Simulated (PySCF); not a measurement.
CH8N2Si3. Atoms are numbered in the order given.

```xyz
14

C      0.2659     1.8456    -0.0288
N      1.3974     1.2803    -0.1411
Si     1.7529    -0.4456    -0.2220
Si    -0.1761    -1.7225     0.2231
N     -1.5039    -0.6023    -0.0219
Si    -1.5018     1.1302     0.0754
H      0.2686     2.9609     0.0089
H      2.8458    -0.7233     0.7557
H      2.2739    -0.7174    -1.5961
H     -0.1571    -2.3027     1.6078
H     -0.3294    -2.8792    -0.7164
H     -2.4252    -1.0272    -0.1046
H     -2.0968     1.6677     1.3429
H     -2.2794     1.7319    -1.0533
```
Charge 0, spin multiplicity 1.

The structure is a stationary point at PBE0-D3(BJ)/def2-SVP. The structure was generated by enumeration, and PubChem lists no compound with its InChIKey, so it may never have been made.

Level of theory: KT2/pcSseg-1 in PySCF.

GIAO shieldings, no solvent; atoms listed in one row are averaged. δ = σ(ref) − σ: ¹³C against TMS (σ = 185.1 ppm); ¹⁵N against NH3 (σ = 266.2 ppm); ²⁹Si against TMS (σ = 361.9 ppm); ¹H against TMS (σ = 31.47 ppm), references at their B3LYP-D3(BJ)/def2-TZVP geometries, non-relativistic.

Computed chemical shifts:
```json
[
 {"nucleus": "¹³C", "atoms": "C1", "count": "1", "δ (ppm)": "194.4"},
 {"nucleus": "¹⁵N", "atoms": "N2", "count": "1", "δ (ppm)": "451.4"},
 {"nucleus": "¹⁵N", "atoms": "N5", "count": "1", "δ (ppm)": "-4.9"},
 {"nucleus": "²⁹Si", "atoms": "Si4", "count": "1", "δ (ppm)": "-61.0"},
 {"nucleus": "²⁹Si", "atoms": "Si3", "count": "1", "δ (ppm)": "-67.3"},
 {"nucleus": "²⁹Si", "atoms": "Si6", "count": "1", "δ (ppm)": "-71.8"},
 {"nucleus": "¹H", "atoms": "H7", "count": "1", "δ (ppm)": "10.28"},
 {"nucleus": "¹H", "atoms": "H9", "count": "1", "δ (ppm)": "5.71"},
 {"nucleus": "¹H", "atoms": "H8", "count": "1", "δ (ppm)": "5.62"},
 {"nucleus": "¹H", "atoms": "H10", "count": "1", "δ (ppm)": "5.54"},
 {"nucleus": "¹H", "atoms": "H13", "count": "1", "δ (ppm)": "5.39"},
 {"nucleus": "¹H", "atoms": "H11", "count": "1", "δ (ppm)": "5.29"},
 {"nucleus": "¹H", "atoms": "H14", "count": "1", "δ (ppm)": "5.13"},
 {"nucleus": "¹H", "atoms": "H12", "count": "1", "δ (ppm)": "-0.37"}
]
```
